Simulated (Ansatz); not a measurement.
Diatomic MgS, closed-shell singlet (the spin of the measured ground state).

D_e counts from the fitted minimum to each atom's lowest state at the same level, without counterpoise. The singlet is restricted.

Correlated levels freeze the inner cores; with def2 sets outer-core shells near the valence are correlated too.

Run with Ansatz (a first-principles code). Each number belongs to the level named beside it.

### Question
One of these levels gives 38.18 kcal/mol for the bond energy D_e. Which one is it?
(A) BHLYP/def2-TZVPP
(B) B3LYP/def2-TZVPP
(C) CCSD/def2-QZVPP
(D) B97M-V/def2-TZVPP

### Answer
A, BHLYP/def2-TZVPP. The others give 54.03 (B97M-V/def2-TZVPP), 46.41 (B3LYP/def2-TZVPP), 42.59 (CCSD/def2-QZVPP)

Doubts at one or more of the structures used: a restricted determinant that unrestricted orbitals would lower (CCSD/def2-QZVPP).
